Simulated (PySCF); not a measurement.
NMR data simulated for an unnamed compound:

¹H NMR (500 MHz, computed): δ 7.89 (d, 1H), 7.43 (s, 1H), 7.43 (d, 1H), 6.91 (m, 1H), 6.67 (m, 1H), 3.86 (s, 3H).

¹³C{¹H} NMR (computed): δ 140.6 (C), 138.2 (C), 133.2 (CH), 133.1 (C), 126.8 (CH), 126.2 (CH), 113.4 (CH), 106.7 (CH), 34.4 (CH3).

Computed data (PySCF 2.14.0 with density-fitted response routines): geometry: GFN2-xTB, GIAO PBE0/pcSseg-1 shieldings. No solvent model, equivalent nuclei averaged, no relativistic terms, a single conformation.

References, each an isolated molecule treated in the same way: ¹H (σ = 31.72 ppm) and ¹³C (σ = 186.93 ppm) vs TMS.

Task: Which of these does the molecule contain: a vinyl group CH=CH2, a CH3CH2 unit, an N-methyl group, a (CH3)2CH unit, a heteroaromatic ring, a benzene ring?

Result: 
- A vinyl group CH=CH2: no.
- A CH3CH2 unit: no.
- An N-methyl group: yes (δC 34.4; δH 3.86 (s)).
- A (CH3)2CH unit: no.
- A heteroaromatic ring: yes.
- A benzene ring: yes.

The data belong to `Cn1ccc2ccc(Cl)cc21`, C9H8ClN; they needn't prove each group on their own.

Carbon signals by region: 8 in the sp2 and nitrile region (100–160 ppm), 1 below 50 ppm.

Carbons that carry Cl, above all several Cl atoms, come out too deshielded, partly because spin–orbit coupling is missing. Shifts are as computed. Against solution values, carbons near 30 ppm lie about +3 ppm off and those near 130 ppm about +5 ppm; carbons on Cl a further +6 ppm. Of 1211 compounds with measured shifts, 218 miss one by over three times the rms of a fit or turn the order of signals round; such compounds aren't used in these exercises. Multiplicities follow the n + 1 count of equivalent neighbours, as no J values were calculated; m marks all less simple cases, F and P coupling included.
